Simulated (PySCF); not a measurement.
## Which basis set comes closest?

Molecule: `OCc1ccccn1`, C6H7NO.

Atoms are numbered as in `[OH:1][CH2:2][c:3]1[cH:4][cH:5][cH:6][cH:7][n:8]1`; H(Xn) means a hydrogen on atom n.

Geometry PBE0-D3(BJ)/def2-SVP throughout; GIAO in PySCF 2.14, gas phase, one conformer, non-relativistic; equivalent atoms averaged; functional PBE0.

Reference values (estimated from measurements, as parent shift plus tabulated substituent increments; solution, not stated per compound (mostly CDCl3 or CCl4); Pretsch, Buehlmann, Badertscher, Structure Determination of Organic Compounds, 4th ed. (2009)): δ(H(C4)) = 7.39 ppm, δ(H(C5)) = 7.65 ppm, δ(H(C6)) = 7.17 ppm, δ(H(C7)) = 8.45 ppm. Computed shifts are taken against TMS, calculated as an isolated molecule at each level.

How do the basis sets STO-3G, pcSseg-0, 6-31G, 6-31G*, cc-pVDZ, def2-SVP, pcSseg-1, aug-cc-pVDZ, 6-311+G(2d,p), def2-TZVP perform against the reference? Times are CPU seconds on shared hosts with different chips, so compare them loosely.

## Answers


| basis set | functions | H(C4) | H(C5) | H(C6) | H(C7) | mean abs. error H | core-s |
| --- | --- | --- | --- | --- | --- | --- | --- |
| STO-3G | 47 | 6.99 | 7.32 | 7.12 | 8.36 | 0.22 | 3.6 |
| pcSseg-0 | 86 | 7.03 | 7.64 | 7.21 | 8.85 | 0.20 | 8.2 |
| 6-31G | 86 | 7.14 | 7.66 | 7.32 | 8.79 | 0.19 | 7.5 |
| 6-31G* | 126 | 6.93 | 7.53 | 7.01 | 8.57 | 0.22 | 11 |
| cc-pVDZ | 147 | 6.99 | 7.57 | 7.03 | 8.57 | 0.19 | 18 |
| def2-SVP | 147 | 6.96 | 7.51 | 6.96 | 8.36 | 0.22 | 16 |
| pcSseg-1 | 171 | 7.15 | 7.76 | 7.19 | 8.65 | 0.14 | 22 |
| aug-cc-pVDZ | 247 | 7.34 | 7.88 | 7.38 | 8.91 | 0.24 | 37 |
| 6-311+G(2d,p) | 258 | 7.28 | 7.81 | 7.31 | 8.82 | 0.19 | 30 |
| def2-TZVP | 290 | 7.29 | 7.80 | 7.29 | 8.79 | 0.18 | 48 |

For ¹H the closest is pcSseg-1 (0.14 ppm) and the furthest aug-cc-pVDZ (0.24 ppm). Where a smaller basis beats a larger one, errors probably cancel. One molecule is a small sample, and vibrational and solvent effects are absent from the calculation.

A small basis that lands close on one nucleus may do so by chance; judge by the trend and by all nuclei.
